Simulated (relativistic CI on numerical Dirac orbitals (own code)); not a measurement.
**Ligand-field terms of d2**

Computed with a parametric ligand-field model of a d^n configuration (Racah B and C, spin-orbit zeta, crystal field), exact diagonalisation.

Field parameters in Wybourne normalisation: D3d B²₀ = −7Dσ, B⁴₀ = −14Dq − 21Dτ, B⁴₃ = −14√(10/7) Dq; D4h B²₀ = −7Ds, B⁴₀ = 21(Dq − Dt), B⁴₄ = 21√(5/14) Dq; Oh B⁴₀ = 21Dq, B⁴₄ = √(5/14) B⁴₀. The field is a parameter set, without covalency.

(1) Ground term and bands for B = 420, C = 2090, ζ = 0 cm⁻¹, D4h, 10Dq = 33100, Ds = 3000, Dt = 280 cm⁻¹?

(2) Ground term and bands for B = 400, C = 1540, ζ = 0 cm⁻¹, D3d, 10Dq = 27450, Dσ = -1200, Dτ = -310 cm⁻¹?

(3) Ground term and bands for B = 860, C = 3550, ζ = 0 cm⁻¹, D4h, 10Dq = 35600, Ds = 960, Dt = 710 cm⁻¹?

(4) Ground term and bands for B = 320, C = 1130, ζ = 0 cm⁻¹, D4h, 10Dq = 9650, Ds = -1210, Dt = 420 cm⁻¹?

(5) Ground term and bands for B = 600, C = 2580, ζ = 0 cm⁻¹, Oh, 10Dq = 5000 cm⁻¹?

Results:

(1) Ground term 3A2 with 0.00 electrons in the two orbitals of the cubic e set. Spin-allowed: 3E 7476 cm⁻¹ (1338 nm), 3E 29684 cm⁻¹ (337 nm), 3B2 33762 cm⁻¹ (296 nm), 3E 41325 cm⁻¹ (242 nm). Lowest spin-forbidden: 1B2 6760 cm⁻¹ (1479 nm), 1B1 6790 cm⁻¹ (1473 nm), 1A1 11605 cm⁻¹ (862 nm).

(2) Ground term 3A2 with 0.00 electrons in the two orbitals of the cubic e set. Spin-allowed: 3E 5369 cm⁻¹ (1863 nm), 3A1 26967 cm⁻¹ (371 nm), 3E 28506 cm⁻¹ (351 nm), 3A2 31721 cm⁻¹ (315 nm). Lowest spin-forbidden: 1E 5474 cm⁻¹ (1827 nm), 1A1 9098 cm⁻¹ (1099 nm), 1E 11058 cm⁻¹ (904 nm).

(3) Ground term 3E with 0.02 electrons in the two orbitals of the cubic e set. Spin-allowed: 3A2 743 cm⁻¹, 3B2 25657 cm⁻¹ (390 nm), 3E 30692 cm⁻¹ (326 nm), 3E 40371 cm⁻¹ (248 nm). Lowest spin-forbidden: 1A1 12562 cm⁻¹ (796 nm), 1E 12687 cm⁻¹ (788 nm), 1B2 13291 cm⁻¹ (752 nm).

(4) Ground term 3E with 0.02 electrons in the two orbitals of the cubic e set. Spin-allowed: 3A2 4523 cm⁻¹ (2211 nm), 3B2 5951 cm⁻¹ (1680 nm), 3A2 8509 cm⁻¹ (1175 nm), 3E 9385 cm⁻¹ (1065 nm). Lowest spin-forbidden: 1A1 18 cm⁻¹, 1E 4308 cm⁻¹ (2321 nm), 1A2 9311 cm⁻¹ (1074 nm).

(5) Ground term 3T1 with 0.09 electrons in the two orbitals of the cubic e set. Spin-allowed: 3T2 4325 cm⁻¹ (2312 nm), 3A2 9325 cm⁻¹ (1072 nm), 3T1 12649 cm⁻¹ (791 nm). Lowest spin-forbidden: 1T2 9058 cm⁻¹ (1104 nm), 1E 9445 cm⁻¹ (1059 nm), 1T2 15111 cm⁻¹ (662 nm).
